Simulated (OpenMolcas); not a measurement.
Pd4+: moving or changing the point charges

Pd4+ among 5 point charges of -2 e arranged as a trigonal bipyramid (D3h), 2.08 Å from the ion, with the axial distance 1.789 Å.

- Program: OpenMolcas
- Method: SS-CASPT2, IPEA 0.25 Eh, imaginary shift 0.1 Eh (closed shells correlated: 4s 4p)
- Basis: ANO-RCC-VDZP [6s5p3d1f]
- Scalar Hamiltonian: DKH2, point nucleus
- Active space: 6 electrons in 5 orbitals (4d)
- State averaging: 2S+1 = 5 even, 5 roots; 2S+1 = 3 even, 45 roots; 2S+1 = 1 even, 50 roots
- Spin-orbit coupling: state interaction with AMFI integrals over the reference wave functions

Runs around this geometry, states (labels of D3, the rotations of D3h). Energies in cm-1 above the lowest state or level, χT in cm3 K/mol.

```
R (Å)  q (e)  Axial / equatorial distance  Ground state  First state of that spin  First gap with spin-orbit (degeneracies)  χT at 300 K  First state of another spin
 2.08   -1.3                         0.86            5E                   5E 3540                                790 (2, 1)        5.040                    3A2 18400
 1.94     -2                         0.86            5E                   5E 6250                                970 (2, 1)        4.905                    3A2 13450
 2.08     -2                         0.86            5E                   5E 5550                                910 (2, 1)        4.953                    3A2 16080
 2.27     -2                         0.86            5E                   5E 4710                                860 (2, 1)        4.994                    3A2 18350
 2.08     -2                         0.93            5E                   5E 2840                                740 (2, 1)        5.070                    3A2 17760
```

Taking the first state of the same spin as R^-n, n = -ln(4710 / 6250) / ln(2.27 / 1.94) = 1.8 between the shortest and longest distance.

Scaling the charges by -1.3 / -2 = 0.65 scales the first state of the same spin by 3540 / 5550 = 0.64; with fixed orbitals a first-order splitting would follow the charge.

Roots that are degenerate in the reference are averaged as groups; the widest CASPT2 spread within a group is 140 cm-1 (the 2-fold group of multiplicity 5 near 0 cm-1 above the lowest state of its run, R = 2.08, q = -2, ratio = 0.93). Shifts and gaps below about the spread of the groups concerned are not significant. An orbital doublet at a regular site is open to a Jahn-Teller distortion, which this geometry leaves out. Point charges give a weaker field than real ligands, and real ions of this kind are as a rule low spin; the high spin found here belongs to the model. Free-ion shares, where given, are those of the reference states; single-state CASPT2 does not remix them. This shell can be high or low spin here, a state of another spin lies low, and with metal d orbitals alone active their balance is uncertain, so the ground spin may be wrong (holds for R = 1.94, q = -2, ratio = 0.86). This is an electrostatic model: the charges have no orbitals. No measured value stands beside these numbers.
